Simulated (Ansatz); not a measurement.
## Abstraction of H: C2H4Ge + C3H8N → GeH3(CC) + C3H9N

Gas-phase species: C2H4Ge `C#[C][GeH3]`, singlet; C3H8N `CC[N]C`, doublet; GeH3(CC), doublet; C3H9N (ethylmethylamine) `CCNC`, singlet. A radical takes H: the energy is the difference in strength between the C–H bond broken and the N–H bond made.

Shapes, held fixed at every level: PBE0-D4/def2-TZVP. Flexible molecules stand in one conformer, not always the lowest. Programs: Ansatz 0.2.0. The zero-point and thermal change to 298 K, harmonic and unscaled (PBE0-D4/def2-TZVP), is +9.0 kJ/mol.

```
                level                    kind  ΔH(298 K) (kJ/mol)  CPU time (sum over the molecules)
          HF/def2-SVP            Hartree–Fock              +142.9                                  –
        HF/def2-TZVPP            Hartree–Fock              +152.6                                  –
    PBE-D4/def2-TZVPP                     GGA              +171.1                               36 s
 r2SCAN-D4/def2-TZVPP                meta-GGA              +170.9                               69 s
   PBE0-D4/def2-TZVPP           global hybrid              +170.9                               43 s
r2SCAN0-D4/def2-TZVPP           global hybrid              +170.1                               77 s
   wB97M-V/def2-TZVPP  range-separated hybrid              +175.4                            2.9 min
    B2PLYP/def2-TZVPP           double hybrid              +172.8                               68 s
```

B2PLYP/def2-TZVPP gives ΔH(298 K) = +172.8 kJ/mol; the levels span +142.9 to +175.4. The median of the levels is +170.9. No measured value is set beside it here. Spin contamination: GeH3(CC) (⟨S²⟩ up to 1.14). Open shells run unrestricted. Relativity is left out for Ge. Outer-core shells of Ge are correlated, in sets that cover them unevenly. Times are processor times on shared x86 and Arm servers, and rough.
